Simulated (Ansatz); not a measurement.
Reaction (formal exchange of groups at a B–C bond): `CCB(F)F` + `FBOC(F)(F)F` → `FBB(F)F` + `CCOC(F)(F)F`

Program: Ansatz. Geometries: PBE0-D4/def2-TZVP. ΔE: electronic, gas phase. CBS: MP2 limit from def2 TZ/QZ plus the TZ coupled-cluster correction, frozen cores. Each species was taken in one conformer, which may not be the lowest.

```json
{"level": "HF/def2-SVP", "ΔE (kcal/mol)": "59.2"}
{"level": "MP2/CBS(def2)", "ΔE (kcal/mol)": "59.5"}
```

Problem. What does CCSD(T)/CBS give? (An estimate is asked.)

Solution. Computed: +57.4 kcal/mol. The listed levels differ from it by 1.8, 2.1 kcal/mol.

Problem. What do rigid-rotor, harmonic-oscillator terms from PBE0-D4/def2-TZVP frequencies (298.15 K, 1 bar) make of the CCSD(T)/CBS value? (An estimate is asked.)

Solution. Computed: ΔZPE = -0.1 kcal/mol, ΔH = +57.4 kcal/mol, ΔS = 7 J/(mol·K), ΔG = +56.9 kcal/mol. Modes under 50 cm⁻¹ make the entropy rough.

Largest T1 diagnostic among the species: 0.014.

From BLYP to BHLYP (50 % exact exchange), in def2-TZVPP and without D4, ΔE moves by +3.6 kcal/mol. At CCSD(T), def2-SVP lies +1.7 kcal/mol from the extrapolated value and def2-TZVPP −0.0 kcal/mol.
